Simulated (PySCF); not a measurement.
# How methods differ on the ionisation energy of C⁺

C⁺ [He] 2s2 2p1 (2P) → C²⁺ [He] 2s2 (1S), as a difference of total energies. Computed with PySCF 2.14 in def2-SVP (3s2p1d, 14 functions), with no relativity, point nucleus. Correlated levels: valence: 1s2 frozen. The calculations carry no spin-orbit coupling.

Order these methods by the ionisation energy they give, lowest first.
A. CCSD(T) (valence)
B. PBE0
C. SCS-MP2 (valence)
D. CCSD (valence)

D (24.133 eV), A (24.153 eV), C (24.309 eV), B (24.982 eV).

Errors of the correlated levels include the incompleteness of this basis and the frozen core.

The coupled-cluster amplitudes are large for C²⁺ (T1 above 0.03 or a double amplitude above 0.15), so a single reference is strained.

For comparison: 24.378 eV (measured; NIST levels, between the centres of gravity of the two terms).
